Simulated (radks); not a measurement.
Task: All-electron atom: the rhenium ion Re55+ in [Ar] 3d2. Method: Dirac Kohn-Sham, PBE, spin-unpolarised, spherical densities, point nucleus; open shells are shared between the two j in proportion to 2j + 1; computed with a radial shooting solver on a logarithmic mesh with Libxc functionals. Some entries of the table are withheld. Estimate them.

| orbital | occ. | eigenvalue (eV) | <r^2> (bohr^2) | <r> (bohr) |
|---|---|---|---|---|
| 1s1/2 | 2 | -75413.78 | 0.0004476 | 0.01803 |
| 2s1/2 | 2 | -16152.42 | (1) | 0.07502 |
| 2p1/2 | 2 | -15648.94 | 0.004778 | 0.06200 |
| 2p3/2 | 4 | -14189.43 | 0.005931 | 0.06988 |
| 3s1/2 | 2 | -6167.415 | 0.03944 | 0.1857 |
| 3p1/2 | 2 | -5969.765 | 0.03554 | (2) |
| 3p3/2 | 4 | -5602.960 | 0.04052 | (3) |
| 3d3/2 | 0.8 | -5317.247 | 0.03002 | 0.1610 |
| 3d5/2 | 1.2 | -5232.629 | 0.03134 | 0.1648 |

Result: 
(1) 2s1/2 <r^2> (bohr^2): 0.006709
(2) 3p1/2 <r> (bohr): 0.1748
(3) 3p3/2 <r> (bohr): 0.1872
